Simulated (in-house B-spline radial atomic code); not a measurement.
Pt LVII (Pt56+): [Ne] 3s1 3p6 3d5 (with a hole in an inner shell)

Method: Dirac-Hartree-Fock, average of configuration, Fermi nucleus of rms radius 5.427 fm. Calculated with a radial B-spline atomic code at the basis-set limit.

Screening seen three ways: the hydrogenic charge with the same mean radius, Z_r = [3n² - l(l+1)]/(2<r>), the one with the same energy, Z_e = n√(-2ε), and Slater's rules. Values are occupation-weighted means over j. An effective charge above Z reflects the relativistic contraction of the inner shells.

| shell | electrons | ε (eV) | <r> (bohr) | Z_r | Z_e | Slater |
| --- | --- | --- | --- | --- | --- | --- |
| 1s | 2 | -82741 | 0.01715 | 87.48 | 77.98 | 77.70 |
| 2s | 2 | -17707 | 0.07126 | 84.20 | 72.15 | 73.85 |
| 2p | 6 | -15961 | 0.06419 | 77.89 | 68.50 | 73.85 |
| 3s | 1 | -6668.9 | 0.1778 | 75.93 | 66.42 | 67.10 |
| 3p | 6 | -6119 | 0.1764 | 70.84 | 63.62 | 67.10 |
| 3d | 5 | -5592 | 0.158 | 66.44 | 60.82 | 59.60 |

The least bound orbital is 3d5/2 at -5553 eV, while the most diffuse is 3p3/2 (<r> = 0.1808 bohr against 0.1596 bohr): energy order and size order differ. The part-filled 3s shell lies below the filled 3p shell in orbital energy.

Spin-orbit splittings of the orbital energies (j = l + 1/2 above j = l - 1/2 when positive): 2p 1754 eV, 3p 435 eV, 3d 96.49 eV.

For the 1s electron the small component carries 8.75 % of the norm, the zero-frequency Breit interaction raises the level by 286.1 eV, self-energy by 184.7 eV, and vacuum polarisation lowers it by 37.09 eV.
